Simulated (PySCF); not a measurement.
# Static response to an electric field

Species: C4H3ClSe.
Structure used (PBE0-D3(BJ)/def2-SVP), in Å, numbered top down from 1:
```
atom  x, y, z in Å
Cl1    3.464    0.499    0.441
C2     1.764    0.404    0.263
C3     1.020   -0.736    0.158
C4    -0.382   -0.501    0.017
C5    -0.752    0.813    0.010
Se6    0.710    1.943    0.188
H7     1.471   -1.729    0.181
H8    -1.106   -1.313   -0.077
H9    -1.759    1.217   -0.085
```

Level: B3LYP/def2-SVPD (PySCF), static field, nuclei fixed, core orbitals frozen in the response. The polarisability tensor in these axes (au):

```
x   105.33   0.62   5.26
y     0.62  92.67   0.95
z     5.26   0.95  55.45
```

Task: Diagonalise the tensor; give its mean and Δα, where Δα² is half the sum of the squared differences of the eigenvalues.

Result: Principal values 54.88, 92.66 and 105.92 au; mean 84.48 au = 12.52 Å³ = 13.93 × 10⁻⁴⁰ C²·m²/J; Δα = 45.88 au (54 % of the mean).

Task: What is the dipole moment, and where does it point?

Result: (-1.47, -0.30, -0.16) D, 1.51 D in size, pointing from the negative to the positive side. Measured along this direction, the outermost atoms are Cl1 at the negative end and H9 at the positive end.

Task: What are the principal values of the traceless quadrupole moment, Θ = ½Σq(3rr − r²1), about the centre of nuclear charge?

Result: -6.77, 2.67, 4.10 D·Å. The values depend on the origin, since the dipole doesn't vanish. The electronic extent ⟨r²⟩ about the same centre is 946 bohr², a root-mean-square distance of 1.84 Å for the 78 electrons.

Task: Sum over states: ᾱ = Σ f/ω², ω in Eh. What share falls to these 6 lowest TDDFT singlets (eV, f)? 4.90, 0.0001; 5.02, 0.1132; 5.27, 0.0003; 5.35, 0.1003; 5.73, 0.0000; 6.08, 0.0013.

Result: They add up to 5.96 au, 7.0 % of the 84.48 au; the largest single term is 3.32 au, from the state at 5.02 eV. Terms in order: 0.00, 3.32, 0.01, 2.60, 0.00, 0.03 au. Higher excitations give the rest. The strengths listed sum to 0.215.

Task: Refractivity n − 1 of an ideal gas of it at 350 K and 1 atm, from the electronic α?

Result: N = p/kT = 2.0968 × 10¹⁹ cm⁻³, so n − 1 = 2π × N × 12.52 × 10⁻²⁴ cm³ = 1649 × 10⁻⁶ at long wavelengths.

Task: Along which axes do the principal values lie, and how far do the nuclei extend along each?

Result: Largest value along (0.99, 0.05, 0.10), where the nuclei span 5.20 Å; middle along (-0.06, 1.00, 0.02), 3.71 Å; least along (-0.10, -0.02, 0.99), 0.00 Å. The response follows the extents in order.

Task: How large is μ²/3kT at 400 K beside α?

Result: In Gaussian units μ²/3kT = 13.74 Å³ against 12.52 Å³, a ratio of 1.10; the Debye molar polarisation (4π/3)N_A(α + μ²/3kT) is 66.2 cm³/mol, leaving out the vibrational part.

Isolated species at its PBE0-D3(BJ)/def2-SVP geometry, gas phase. The calculation is non-relativistic, for selenium too.
